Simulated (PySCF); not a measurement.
Calculation: PBE-D3(BJ)/def2-TZVP // B3LYP-D3(BJ)/def2-TZVP (PySCF 2.14.0). All species are isolated molecules in the gas phase. One relaxed conformer stands for a flexible species; it need not be the lowest. 

Reference species (SMILES): `C=BCN` (neutral, multiplicity 1).

```
Property         Result
-------------  --------
LUMO           -1.70 eV
HOMO–LUMO gap   3.58 eV
```

Changed species: `[H]/N=C\CB`.

Task: Predict the effect on the LUMO and HOMO–LUMO gap.

Result: the LUMO falls by 0.97 eV, to -2.67 eV; the HOMO–LUMO gap drops by 0.18 eV, to 3.40 eV.
